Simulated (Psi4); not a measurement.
Dimer: GeH4 (SMILES [GeH4]) (first 5 atoms) with Si2H6 (SMILES [SiH3][SiH3]); geometry from B3LYP-D3(BJ)/def2-TZVP, rigid monomers moved along the line of their centres of mass till Ge1···Si7 is 7.39 Å.
(charge 0, multiplicity 1):
```xyz
13

Ge     0.0123     0.1378     0.0447
H     -1.3182     0.7174    -0.4566
H      0.6899     1.1478     0.9822
H      0.9340    -0.1490    -1.1501
H     -0.2530    -1.1659     0.8113
Si     1.1472    -0.2193     7.4353
Si    -1.1928    -0.3222     7.3183
H      1.6052     1.1887     7.3533
H      1.7681    -0.9875     6.3308
H      1.6066    -0.7923     8.7247
H     -1.7829     0.2936     8.5322
H     -1.6442    -1.7323     7.2347
H     -1.6998     0.4075     6.1316
```

All values below come from SAPT0/aug-cc-pVDZ run with Psi4.

Give the four SAPT terms and the total, and say what mostly holds the pair together.

electrostatics 0.00, exchange 0.00, induction 0.00, dispersion -0.07, total -0.07 kcal/mol; the largest attraction is dispersion.
